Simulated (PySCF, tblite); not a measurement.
Isomers of C7H4ClP. Computed values, GFN2-xTB/tblite, gas phase, harmonic and unscaled. Errors from tens to a few hundred cm⁻¹ against measured bands are possible. One conformer each.

Electronic energies: PBE0/pcSseg-1 single points on the GFN2-xTB geometries (PySCF, gas phase).

```
         SMILES  electronic energy, lowest = 0 (kcal/mol)
C#Cc1ccpc(Cl)c1                                      26.2
C#Cc1cc(Cl)ccp1                                      25.2
P#Cc1ccc(Cl)cc1                                       0.0
```

Problem. How do GFN2-xTB zero-point energies change the relative energies?

Solution. 
```
         SMILES  ZPE (kcal/mol)  of it from modes above 1550 cm⁻¹  electronic (kcal/mol)  with ZPE, lowest = 0 (kcal/mol)  lowest mode (cm⁻¹)  rings
P#Cc1ccc(Cl)cc1            52.6                              22.4                    0.0                              0.0                  62      1
C#Cc1cc(Cl)ccp1            50.7                              21.2                   25.2                             23.3                 108      1
C#Cc1ccpc(Cl)c1            50.7                              21.2                   26.2                             24.3                 102      1
```

The zero-point energies span 1.9 kcal/mol, from `C#Cc1cc(Cl)ccp1` to `P#Cc1ccc(Cl)cc1`. The order is unchanged.

Problem. And how do the electronic energies of GFN2-xTB itself compare?

Solution. `P#Cc1ccc(Cl)cc1` 0.0; `C#Cc1cc(Cl)ccp1` 21.3; `C#Cc1ccpc(Cl)c1` 21.9 kcal/mol, lowest = 0. Against the energies above, taken from the same isomer `P#Cc1ccc(Cl)cc1`, the largest difference is 4.3 kcal/mol.

Problem. What do entropy and thermal enthalpy add at 298.15 K and 1 bar (rigid rotor, harmonic oscillator, one conformer each)?

Solution. 
| SMILES | point group | symmetry number | S (cal/(mol K)) | H − H(0) (kcal/mol) | ZPE + H − H(0) − TS (kcal/mol) |
| --- | --- | --- | --- | --- | --- |
| P#Cc1ccc(Cl)cc1 | C2v | 2 | 89.5 | 5.64 | 31.6 |
| C#Cc1cc(Cl)ccp1 | Cs | 1 | 92.1 | 6.00 | 29.2 |
| C#Cc1ccpc(Cl)c1 | Cs | 1 | 92.1 | 6.00 | 29.3 |
